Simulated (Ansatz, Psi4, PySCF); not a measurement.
C2H5S (SMILES [CH2-]SC), charge -1, singlet, at a GFN2-xTB geometry (in this run its highest filled SCF level lies above zero, so its values depend strongly on the basis, on diffuse functions most of all). Base run: R2SCAN/6-311G** (PySCF).

Geometry (Å):
```xyz
8

C      0.0007     1.5713    -0.3632
S     -0.0010     0.1307     0.5366
C      0.0008    -1.5612    -0.4421
H      0.9070     1.7165    -0.9648
H     -0.9034     1.7165    -0.9682
H     -0.0006    -2.3529     0.3002
H     -0.8910    -1.6162    -1.0619
H      0.8949    -1.6162    -1.0585
```
Charge -1, spin multiplicity 1.
All else is at PySCF's defaults.

The same geometry, method and basis name were run in Ansatz (a first-principles code) and Psi4 and PySCF, at each program's defaults and at the settings that a row names. The base is PySCF at its defaults. Differences at the defaults can come from grids, fitting, cores and function types together.

```csv
code and settings,ΔE vs base (mEh),basis functions,E (Eh),SCF cycles
"PySCF, defaults (exact integrals, its default grid, spherical functions)",0.000,92,-477.30943,10
"Psi4, defaults (density fitting with its default set, its default grid, spherical functions)",-0.072,92,-477.30951,10
"Ansatz, defaults (factorised integrals, its default grid, Cartesian functions)",-0.419,93,-477.30985,-
"PySCF, density fitting with def2-universal-jkfit",-0.080,92,-477.30951,10
"PySCF, fine grid",-0.023,92,-477.30946,10
"Psi4, exact integrals, spherical functions, fine grid",-0.031,92,-477.30946,13
"Ansatz, high accuracy, Cartesian functions as the basis file defines them",-0.415,93,-477.30985,-
```
